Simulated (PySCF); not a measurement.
## Deuteron quadrupole couplings in `C#C[Si@H]1[SiH2][Si@@H](OC)[SiH2]1`

Species: C3H10OSi4.
Numbering: `[CH:1]#[C:2][Si@H:3]1[SiH2:4][Si@@H:5]([O:6][CH3:7])[SiH2:8]1` (hydrogens: H9 on C1; H10 on Si3; H11, H12 on Si4; H13 on Si5; H14, H15, H16 on C7; H17, H18 on Si8)

Cartesian coordinates in Å at the GFN2-xTB level; atoms count from 1:
```
atom  x, y, z in Å
C1     3.5454    0.7625    1.2079
C2     2.7801   -0.1216    0.9224
Si3    1.5427   -1.4183    0.4532
Si4   -0.6087   -0.9803    1.3582
Si5   -1.3544   -0.4830   -0.8260
O6    -1.3146    1.1306   -1.1096
C7    -2.1260    2.1022   -0.5401
Si8    0.6885   -1.1492   -1.7446
H9     4.2262    1.5239    1.4632
H10    2.2501   -2.6599    0.8245
H11   -1.2352   -2.1384    2.0169
H12   -0.6999    0.0600    2.3977
H13   -2.6899   -0.9684   -1.2390
H14   -3.1764    1.9329   -0.7921
H15   -2.0256    2.1003    0.5494
H16   -1.8193    3.0753   -0.9254
H17    0.5711   -2.4427   -2.4426
H18    1.4372   -0.3197   -2.6962
```

Level: PBE0/pcSseg-1 (PySCF, non-relativistic); Q(2H) = 0.00286 b; rigid geometry, the same for H and D, with no vibrational averaging.

Question: Rank these positions by the coupling χzz of a deuteron there, largest first.
A. H15 (methyl hydrogen)
B. H9 (alkyne hydrogen)
C. H10 (Si–H hydrogen)
D. H16 (methyl hydrogen)
E. H18 (Si–H hydrogen)
F. H13 (Si–H hydrogen)

Answer: B (260 kHz), D (203 kHz), A (197 kHz), E (110 kHz), C (105 kHz), F (101 kHz).

Q: Tabulate Vzz, the asymmetry η and χzz = 234.96 MHz × Q × Vzz for every hydrogen position.

A: 
```csv
atom,bonded to,bond length (Å),Vzz (au),η,χzz (kHz)
H9,C1,1.053,0.3868,0.00,260
H10,Si3,1.476,0.1565,0.02,105
H11,Si4,1.472,0.1614,0.01,108
H12,Si4,1.473,0.1612,0.00,108
H13,Si5,1.480,0.1505,0.05,101
H14,C7,1.093,0.2958,0.08,199
H15,C7,1.094,0.2937,0.09,197
H16,C7,1.091,0.3014,0.07,203
H17,Si8,1.474,0.1594,0.02,107
H18,Si8,1.468,0.1641,0.01,110
```

Q: Average by the element that carries the hydrogen.

A: on C: 215 kHz over 4 positions, mean bond length 1.083 Å; on Si: 107 kHz over 6 positions, mean bond length 1.474 Å.

Q: How does χzz go with the bond length over the 6 Si–H bonds?

A: A straight-line fit has a slope of -7.5 kHz for each 0.01 Å, with a correlation coefficient of -0.95, over lengths from 1.468 to 1.480 Å. The longer bonds have the smaller couplings here.

Q: A static deuteron (I = 1) shows a doublet split by (3/2)χ, (3/4)χ(1 + η) and (3/4)χ(1 − η) with the field along z, y and x of the gradient. What are these for H12?

A: With |χ| = 108.3 kHz and η = 0.004: 163, 82 and 81 kHz, to first order and without motion.

The structure is a single GFN2-xTB conformer in the gas phase; no vibrational or solvent corrections. GFN2-xTB bond lengths can be off by several hundredths of an ångström, more for odd bonds, and the gradients follow them. The small basis limits the accuracy of the gradients.
